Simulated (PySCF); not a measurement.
C5H10FSi2 (doublet state).
Geometry (GFN2-xTB, Å), atoms numbered from 1 in this order:
```
atom  x, y, z in Å
C1     4.1203    0.3400    0.1349
C2     2.7144    0.2350   -0.1821
C3     1.5343    0.1037   -0.4166
Si4   -0.2260    0.1306   -0.9344
C5    -0.7007   -1.6752   -1.3978
F6    -1.8571   -1.7075   -2.1545
C7    -1.4104    0.8597    0.3640
Si8   -3.2581    0.7243   -0.0926
H9     4.6433   -0.5605   -0.1868
H10    4.5545    1.2009   -0.3746
H11    4.2553    0.4616    1.2099
H12   -0.9002   -2.2854   -0.5106
H13    0.0734   -2.1675   -1.9906
H14   -1.2333    0.3519    1.3151
H15   -1.1498    1.9054    0.5257
H16   -4.0468    1.4407    0.9163
H17   -3.6596   -0.6813   -0.0930
H18   -3.4623    1.3299   -1.4086
```

The hyperfine couplings belong to this conformer and change with its torsions.

The species is `CC#C[Si](CF)C[SiH3]` [radical].

Method used: UKS B3LYP, pcH-1 on C F H Si, non-relativistic, mean-field spin-orbit, GIAO in PySCF 2.14.0. Geometry: GFN2-xTB, one conformer, isolated molecule. The geometry wasn't refined by DFT: couplings that depend on bond lengths, twists or pyramidal angles can differ widely from those at the functional's own minimum, by a factor of two or more for some ions and for spin on atoms past the first row. The SCF solution wasn't tested for stability.

Task: Match the computed a_iso(29Si) values -539.7, -1.7 MHz with the sites Si4; Si8.

Result: 
```csv
site,a_iso (MHz),ρ(0) (bohr⁻³),position,distance from Si4 (Å),spin population,largest |T| (MHz)
Si4,-539.7,+0.6084,largest spin population,0.00,+0.88,158.3
Si8,-1.7,+0.0019,2 bonds from Si4,3.20,0.00,0.7
```

Task: The isotropic 1H couplings, averaged over equivalent nuclei, are +26.0, +20.0, +12.8, -0.5 MHz. Assign them to H9/H10/H11; H12/H13; H14/H15; H16/H17/H18.

Result: 
```tsv
site	a_iso (MHz)	ρ(0) (bohr⁻³)	position	distance from Si4 (Å)	bound to	spin population there	largest |T| (MHz)
H9/H10/H11	+12.8	+0.0029	4 bonds from Si4	4.96	C1	-0.01	2.1
H12/H13	+20.0	+0.0045	2 bonds from Si4	2.55	C5	+0.01	5.1
H14/H15	+26.0	+0.0058	2 bonds from Si4	2.48	C7	+0.01	5.7
H16/H17/H18	-0.5	-0.0001	3 bonds from Si4	3.85	Si8	0.00	2.4
```

ρ(0) is the spin density at the nucleus and T the dipolar tensor; a_iso includes a spin–orbit part; entries for several nuclei are means. Largest spin populations (Mulliken): Si4 (+0.88), C2 (+0.16) and C3 (-0.09). The angles at Si4 add up to 332.9°, so it is pyramidal.

β density exceeds α density at some nuclei, such as C1 (-0.0050), spin density in bohr⁻³. In a single determinant that takes different orbitals for the two spins, that is spin polarisation.

Class means assume fast exchange of nuclei equivalent by connectivity; if that motion is slow, each nucleus keeps its own coupling. The three 1H nuclei of mean +12.8 MHz run from 2.8 to 23.3 MHz in the frozen geometry. The 1H value of +26.0 MHz is a mean of couplings from 3.1 to 48.9 MHz in this one geometry, not an average over conformers. The 1H value of +20.0 MHz is a mean of couplings from -1.9 to 42.0 MHz in this one geometry, not an average over conformers.
